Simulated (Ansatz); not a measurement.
`[NH2][Sn][N]([SiH3])[SiH3]` and `[CH3][AlH][N]([SiH3])[SiH3]` differ in one atom or group.

Ansatz, PBE0-D4/def2-TZVP geometries, multiplicity 1. Each molecule was computed in one conformer, which needn't be the lowest.

Elements past krypton have def2 core potentials.

| property | `[NH2][Sn][N]([SiH3])[SiH3]` |
| --- | --- |
| LUMO energy (PBE/def2-TZVPP) / eV | -2.48 |
| HOMO energy (ωB97M-V/def2-TZVPP) / eV | -9.38 |
| LUMO energy (B3LYP/def2-TZVPP) / eV | -2.03 |
| HOMO energy (PBE/def2-TZVPP) / eV | -5.96 |
| LUMO energy (PBE0/def2-TZVPP) / eV | -1.81 |
| HOMO–LUMO gap (PBE0/def2-TZVPP) / eV | 5.37 |

(1) Give the same properties after the change, and the shifts. (An estimate is asked.)

Answers

(1) The calculation gave: 
```
                             property  `[CH3][AlH][N]([SiH3])[SiH3]`  shift
    LUMO energy (PBE/def2-TZVPP) / eV                          -1.60   0.88
HOMO energy (ωB97M-V/def2-TZVPP) / eV                          -9.98  -0.60
  LUMO energy (B3LYP/def2-TZVPP) / eV                          -1.03   1.00
    HOMO energy (PBE/def2-TZVPP) / eV                          -6.47  -0.51
   LUMO energy (PBE0/def2-TZVPP) / eV                          -0.82   0.99
 HOMO–LUMO gap (PBE0/def2-TZVPP) / eV                           6.89   1.52
```

With PBE0 the HOMO falls by 0.53 eV and the LUMO rises by 0.99 eV, so the gap widens by about 1.52 eV. PBE moves the HOMO by -0.51 eV and ωB97M-V by -0.60 eV.

B3LYP here is the variant with VWN-RPA as its local correlation; programs differ in this.
